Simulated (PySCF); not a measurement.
A calculated (UHF, PySCF 2.14, pcseg-2, the non-relativistic Hamiltonian (point nucleus)) atom or ion has these occupied shells.

```csv
shell,electrons,orbital energy (eV),"rms radius, mean of both spins (bohr)"
1s α,1,-2174.9,0.120
1s β,1,-2174.4,0.120
2s α,1,-204.38,0.563
2s β,1,-203.76,0.563
2p α,3,-147.25,0.540
2p β,3,-146.14,0.540
3s α,1,-22.732,2.09
3s β,1,-15.173,2.09
3p α,3,-10.664,2.53
```

(1) Name the element and its charge.

Results:

(1) P (phosphorus, neutral), in [Ne] 3s2 3p3, high-spin 4S determinant.
